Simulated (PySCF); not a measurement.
## Polarisability and C₆ of Si (silicon, neutral)

[Ne] 3s2 3p2, high-spin 3P determinant. All numbers are calculated (PySCF 2.14, no relativity, point nucleus, in aug-cc-pwCVQZ (10s9p7d5f3g, 134 functions)). Coupled (time-dependent) response in atomic units; α is the mean over directions.

| method | mean α (bohr³) | α xx, yy, zz | C₆ (like pair) | S(−4) |
| --- | --- | --- | --- | --- |
| wB97M-V | 41.90 | 34.25, 45.72, 45.72 | 337.4 | 810.1 |

S(−4) is the Cauchy moment in α(ω) = α(0) + S(−4) ω² + …

Reference α: 37.3 ± 0.7 bohr³ (recommended; Schwerdtfeger and Nagle, table of static dipole polarizabilities (2023 update)). Published C₆: 305.0 (Chu and Dalgarno (2004); Tang, Norbeck and Certain (1976)).

α(iu) at wB97M-V:

```csv
u (hartree),α(iu) (bohr³)
0,41.90
0.0500,40.00
0.100,35.49
0.200,25.42
0.300,17.88
0.500,9.566
0.750,5.175
1.00,3.220
1.50,1.621
2.00,1.002
3.00,0.5241
5.00,0.2421
```

A single London oscillator, α(iu) = α/(1 + u²/ω²), gives C₆ = (3/4) ω α². Matching the computed C₆ needs ω = 4 × 337.4 / (3 × 41.90²) = 0.256 hartree.

The components differ because the open shell of this determinant is not spherical; for a pure term their mean is the scalar polarisability.
